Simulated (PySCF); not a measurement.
**Polarisability and C₆ of Hg(39+) (mercury, charge +39)**

[Kr] 4d5, high-spin 6S determinant. Calculation: PySCF 2.14, in an uncontracted even-tempered set (18 s from 3.9 bohr⁻², ratio 2.5; 12 p from 5.1 bohr⁻², ratio 2.5; 9 d from 5.1 bohr⁻², ratio 2.5; 4 f from 23 bohr⁻², ratio 2.7; 3 g from 35 bohr⁻², ratio 2.7); the non-relativistic Hamiltonian (point nucleus). Coupled (time-dependent) response in atomic units; α is the mean over directions.

```json
{"method": "PBE0", "mean α (bohr³)": "0.03405", "C₆ (like pair)": "0.01003", "S(−4)": "0.0004701"}
```

S(−4) is the Cauchy moment in α(ω) = α(0) + S(−4) ω² + …

α(iu) at PBE0:

| u (hartree) | α(iu) (bohr³) |
| --- | --- |
| 0 | 0.03405 |
| 1.00 | 0.03359 |
| 2.00 | 0.03231 |
| 4.00 | 0.02830 |
| 6.00 | 0.02397 |
| 8.00 | 0.02025 |
| 10.0 | 0.01730 |
| 15.0 | 0.01240 |
| 20.0 | 0.009557 |
| 30.0 | 0.006512 |
| 50.0 | 0.003935 |

A single London oscillator, α(iu) = α/(1 + u²/ω²), gives C₆ = (3/4) ω α². Matching the computed C₆ needs ω = 4 × 0.01003 / (3 × 0.03405²) = 11.5 hartree.

For an ion, C₆ is the dispersion term alone; charge-induced terms of lower order in 1/R come first.

A non-relativistic calculation at this Z misses sizeable relativistic shifts. Spin-orbit coupling, which splits the p, d and f shells strongly at this Z, is absent. Spin-orbit coupling is strong in this species (close to jj coupling), so the high-spin LS determinant is a model state, not a physical level.
